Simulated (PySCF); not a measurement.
C2H3NOSi.
InChI=1S/C2H3NOSi/c3-1-5-2-4/h2H,5H2

A linear-response calculation (PySCF, def2-SVPD basis, gas phase, vertical, core orbitals frozen in the response) gave these numbers; the functional is withheld.

Orbital energies (eV): HOMO-3 -10.46, HOMO-2 -10.14, HOMO-1 -9.87, HOMO -7.68, LUMO -2.77, LUMO+1 -1.29, LUMO+2 -0.85.

```tsv
state	E (eV)	f	main configurations (H = HOMO, L = LUMO)
S1	3.22	0.0007	H→L (98%)
S2	5.66	0.086	H→L+1 (97%)
S3	5.85	0.0014	H→L+2 (96%)
S4	6.32	0.011	H-1→L (95%)
S5	6.46	0.0000	H-2→L (92%)
S6	6.48	0.014	H→L+3 (84%), H→L+4 (12%)
```

Triplets, Tamm–Dancoff:

| state | E (eV) | λ (nm) | main configurations (H = HOMO, L = LUMO) |
| --- | --- | --- | --- |
| T1 | 2.56 | 484.6 | H→L (97%) |
| T2 | 5.17 | 239.8 | H→L+1 (91%) |
| T3 | 5.55 | 223.6 | H-1→L (38%), H-6→L (27%), H-4→L (19%) |
| T4 | 5.70 | 217.4 | H→L+2 (84%) |

Vertical ionisation energy by ΔSCF with the same functional: 10.21 eV. Mean static polarisability: 58.0 au.

Task: Name the functional.
A. B3LYP
B. PBE
C. wB97X-D
D. HF

Result: A. B3LYP is a global hybrid with 20% exact exchange. In this run −ε(HOMO) = 7.68 eV differs from the ΔSCF value by -2.53 eV, and S1 differs from the orbital gap of 4.92 eV by -1.70 eV. The ratio −ε(HOMO)/IP is 0.75. Usual ranges for neutral molecules in this basis: 0.67 to 0.83 with B3LYP, 0.5 to 0.7 with PBE, 0.89 to 0.99 with wB97X-D; with Hartree–Fock the ratio is 1 or more (Koopmans' value less the relaxation energy is the ΔSCF value).

Theory: PySCF 2.14.0, density-fitted response routines, TDDFT B3LYP/def2-SVPD, vertical, gas phase, core orbitals frozen in the response. Isolated species at its PBE0-D3(BJ)/def2-SVP geometry (one conformer only).

Hardware: one thread of an Arm Neoverse V1, no GPU (shared host). Cost: 28 s of wall time.

Shape of the structure used: `[N:1]#[C:2][SiH2:3][CH:4]=[O:5]`: C2–Si3–C4–O5 -179°.
